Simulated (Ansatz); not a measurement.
Cartesian coordinates in Å:
```
B -1.055 1.141 -2.271
Zn -0.487 1.047 -0.298
S 0.104 0.982 1.806
Si 0.839 -1.006 1.664
H -1.532 2.132 -2.744
H -0.927 0.208 -3.010
H 0.102 -1.912 2.582
H 2.285 -1.061 1.996
H 0.672 -1.532 0.275
```

Charge 0, multiplicity 1.

List the CAM-B3LYP/def2-TZVPP orbital energies in eV (Ansatz 0.2.0). (Best estimate.)

Ansatz gave: Occupied: -9452.16, -2419.07, -1801.38, -1151.28, -1014.70, -1014.70, -1014.64, -217.15, -186.40, -161.69, -161.63, -161.57, -145.89, -134.14, -101.24, -101.21, -101.20, -90.41, -90.41, -90.29, -21.36, -16.89, -16.40, -16.31, -16.31, -16.29, -16.03, -15.45, -12.08, -11.53, -11.50, -10.74, -10.09, -8.90, -8.50. Lowest empty: -1.68, 0.34, 0.70, 1.33, 1.66, 2.18, 2.57, 2.59.
